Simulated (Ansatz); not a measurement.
Si₁₁AsH₂₂, relaxed as a doublet with UKS r2SCAN-D4/def2-SVP in Ansatz, starting from a model built from a lattice or polyhedron. Force threshold 0.03 eV/Å.

The relaxation made no stability test and no search for a lower SCF solution.

Start:

```xyz
34

Si    1.382   -2.186    3.066
Si   -2.932   -0.057    0.541
Si    3.603    0.597    1.644
Si   -0.689    2.739   -0.909
As    0.721   -0.812   -0.437
Si   -3.570    1.321   -3.000
Si    3.569   -1.318    3.006
Si   -0.744    0.800    0.442
Si    0.669   -2.713    0.946
Si   -3.624   -0.603   -1.639
Si    2.935    0.064   -0.550
Si   -1.383    2.178   -3.108
H     0.496   -1.154    3.645
H     1.376   -3.350    3.919
H    -3.799    0.967    1.094
H    -2.930   -1.234    1.368
H     2.720    1.594    2.185
H     4.959    1.118    1.603
H    -1.575    3.757   -0.358
H     0.673    3.279   -0.943
H     0.276   -1.178   -1.850
H    -4.473    2.315   -2.422
H    -3.994    0.960   -4.329
H     4.010   -0.995    4.329
H     4.452   -2.330    2.444
H    -0.263    1.153    1.792
H    -0.676   -3.251    0.950
H     1.594   -3.717    0.360
H    -4.955   -1.141   -1.601
H    -2.734   -1.604   -2.203
H     2.940    1.231   -1.376
H     3.820   -0.981   -1.073
H    -1.350    3.357   -3.897
H    -0.504    1.194   -3.638
```

```tsv
step	energy (eV)	largest force component (eV/Å)	SCF passes
1	-147810.2700	2.083	24
2	-147811.1130	0.552	31
3	-147811.2792	0.591	26
4	-147811.4112	0.386	26
5	-147811.4968	0.364	27
6	-147811.5791	0.350	26
7	-147811.6596	0.444	25
8	-147811.7405	0.239	25
9	-147811.7758	0.325	24
10	-147811.8008	0.114	24
11	-147811.8141	0.061	21
13	-147811.8245	0.049	21
15	-147811.8320	0.055	21
17	-147811.8384	0.058	21
19	-147811.8436	0.065	20
21	-147811.8461	0.064	21
23	-147811.8500	0.030	22
25	-147811.8522	0.033	21
27	-147811.8536	0.033	21
29 (rejected)	-147811.8507	0.102	20
31 (rejected)	-147811.8534	0.065	21
33	-147811.8558	0.022	20
```

Force components are those of the run's own axes.

End:

```xyz
34

Si    1.0056   -1.9587    2.6704
Si   -2.4625   -0.0257    0.6677
Si    3.8178    0.5887    2.1904
Si   -0.6427    2.7131   -1.3616
As    0.9513   -0.6973   -1.1281
Si   -3.8494    1.1549   -2.6955
Si    3.2318   -1.4384    3.2173
Si   -0.3726    0.8749    0.0770
Si    0.7305   -2.5150    0.3993
Si   -3.5952   -0.7036   -1.2784
Si    3.4924    0.2412   -0.0971
Si   -1.7397    1.9889   -3.3109
H     0.1174   -0.8103    3.0366
H     0.5510   -3.1545    3.4557
H    -3.2770    1.0299    1.3527
H    -2.2966   -1.1765    1.6117
H     2.8742    1.6521    2.6623
H     5.2091    0.9966    2.5810
H    -1.4818    3.7627   -0.6963
H     0.6991    3.3008   -1.6767
H    -0.2428   -1.1499   -2.0311
H    -4.5785    2.2260   -1.9431
H    -4.6588    0.7942   -3.9028
H     3.3796   -1.3777    4.7079
H     4.1179   -2.5328    2.7017
H     0.4210    1.2735    1.2842
H    -0.6164   -3.1348    0.1907
H     1.7679   -3.5276    0.0231
H    -4.9354   -1.2651   -0.9136
H    -2.8148   -1.7706   -1.9792
H     3.6477    1.4638   -0.9462
H     4.3724   -0.8503   -0.6223
H    -1.8841    3.1214   -4.2812
H    -0.9383    0.9063   -3.9656
```

Bonds lost: As5–Si11 (atoms count from 1).

The force fell under the threshold at step 23, but the optimiser went on and released 0.006 eV more. No frequencies were taken in this run, so the end may be a saddle point.

It took 5.2 min on 2 threads of AMD EPYC 7R13 on a shared host and a share (18 GiB) of an NVIDIA H100 80GB HBM3, peak host memory 1.1 GiB.
